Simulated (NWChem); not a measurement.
CH3Si (+1) in NWChem

```xyz
5

C     -0.2870    -1.0870     0.0000
Si     0.1967     0.5779     0.0000
H     -0.1917    -1.6954    -0.9276
H     -0.1917    -1.6954     0.9276
H     -0.6476     1.8225     0.0000
```
Charge +1, spin multiplicity 1.

The numbers come from NWChem runs, not from measurements. Structure: optimised with PBE/def2-SVP, a minimum by its harmonic frequencies.

Symmetry labels belong to the abelian group Cs used in the runs, with the axes of the coordinates shown.

B3LYP has NWChem's definition, with VWN1-RPA local correlation. The spin multiplicity of the parent species was assumed, not shown to be that of its ground state. The structure started from a generated list of species.

Task: List the lowest 4 singlet excitations that TD-B3LYP/def2-SVPD, VWN1-RPA local correlation gives, with oscillator strengths.

Result: 
```tsv
state	symmetry	energy (eV)	wavelength (nm)	f
1	a"	2.91	426	0.006
2	a'	3.87	321	0.121
3	a"	6.24	199	0.000
4	a'	6.29	197	0.055
```
